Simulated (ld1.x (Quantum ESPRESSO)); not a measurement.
# Transferability test, TM potential for P (Z = 15)

```json
{
 "Element": "P (Z = 15)",
 "Generator": "ld1.x (Quantum ESPRESSO) 7.5",
 "Type": "norm-conserving Troullier–Martins (Kleinman–Bylander form)",
 "Functional": "PBE",
 "Relativity": "scalar-relativistic",
 "Frozen core": "[Ne]",
 "Valence charge": "5",
 "Reference configuration": "3s2 3p2 (charge +1)",
 "Partial waves": "3s (bound): rc 1.65 bohr; 3p (bound): rc 1.90 bohr",
 "Local potential": "all-electron potential smoothed inside 1.55 bohr (lloc = -2)",
 "Core correction": "a·sin(br)/r model core inside 0.90 bohr"
}
```

Energies are relative to the spin-unpolarised reference configuration 3s2 3p2; without spin polarisation the order of configurations can differ from experiment.

```json
{"valence configuration": "3s2 3p1", "charge": "+2", "ΔE all-electron (eV)": "19.147", "error AE − PS (meV)": "+9.1"}
{"valence configuration": "3s2 3p0", "charge": "+3", "ΔE all-electron (eV)": "48.886", "error AE − PS (meV)": "+53"}
{"valence configuration": "3s2 3p2.5", "charge": "+0.5", "ΔE all-electron (eV)": "-5.955", "error AE − PS (meV)": "+1.7"}
{"valence configuration": "3s1 3p4", "charge": "0", "ΔE all-electron (eV)": "-1.195", "error AE − PS (meV)": "-0.1"}
{"valence configuration": "3s2 3p3.3", "charge": "-0.3", "ΔE all-electron (eV)": "-11.036", "error AE − PS (meV)": "+6.1"}
{"valence configuration": "3s0 3p5", "charge": "0", "ΔE all-electron (eV)": "7.471", "error AE − PS (meV)": "-7.2"}
```

**Question.** What are ΔE and the potential's error for 3s2 3p3?

**Answer.** ΔE = -9.730 eV all-electron; the error (AE − PS) is +4.5 meV.

Levels in the configuration 3s2 3p2.5:

```
level  all-electron (eV)  pseudo (eV)
   3s            -18.429      -18.436
   3p             -9.665       -9.669
```
